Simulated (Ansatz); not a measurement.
The cluster Cd₇Se₆Br₂, relaxed as a singlet with RKS PBE-D4/def2-SVP in Ansatz, starting from the GFN1-xTB geometry. Force threshold 0.03 eV/Å.

In the def2 sets Cd takes a core potential; there is no spin–orbit coupling. Single mean-field runs in def2-SVP are fitted with def2-universal-jkfit. Another isomer (singlet) lies 0.25 eV lower at PBE0-D4/def2-TZVP; other spin states weren't run for this one.

Start:

Cartesian coordinates in Å:
```
Cd 1.454 -1.526 0.114
Cd -2.435 -1.950 -0.382
Cd -1.135 -1.259 2.381
Cd 1.302 3.031 -0.342
Cd 2.609 0.758 3.937
Cd -1.808 2.464 -0.431
Cd -0.641 1.123 -2.834
Se 1.487 -0.501 -2.287
Se 1.144 0.290 2.078
Se -0.307 -3.201 0.748
Se -1.970 -1.117 -2.933
Se 0.120 -2.074 -3.320
Se -3.317 -0.514 1.456
Br 3.829 1.303 6.030
Br -0.331 3.173 -4.213
```

(1) Estimate the energy that the relaxation releases and the steps that it takes.

(2) Does the start keep its bonding?

(3) Predict the relaxed structure.

## Answers

(1) 1.71 eV, in 48 steps; 3 min on 2 threads of AMD EPYC 7R13 on a shared host and a share (18 GiB) of an NVIDIA H100 80GB HBM3. The force fell under the threshold at step 45, but the optimiser went on. No frequencies were taken in this run, so the end may be a saddle point.

(2) Bonds lost: Cd3–Se10, Cd4–Cd6, Cd7–Se11 (atoms count from 1). Bonds formed: Cd4–Se8, Cd5–Se10, Cd6–Se11, Cd6–Se13 (atoms count from 1).

(3) 
Cartesian coordinates in Å:
```
Cd 1.645 -0.038 -0.075
Cd -0.965 -2.308 0.686
Cd -0.980 0.920 1.971
Cd 2.418 2.846 -2.161
Cd 1.574 -0.825 3.309
Cd -2.609 0.155 -1.001
Cd -1.319 1.949 -2.474
Se 1.053 0.101 -2.579
Se 1.405 1.655 2.007
Se 1.570 -2.398 1.206
Se -1.948 -2.486 -1.762
Se 0.077 -2.126 -2.974
Se -2.913 -0.627 1.616
Br 1.437 -0.875 5.781
Br -0.445 4.058 -3.551
```
Bond lengths (bridged metal pairs left out): 14 × Cd–Se 2.50 to 3.09 Å; 2 × Br–Cd 2.48 to 2.52 Å; 2 × Se–Se 2.39 to 2.46 Å; 1 × Cd–Cd 2.66 Å.
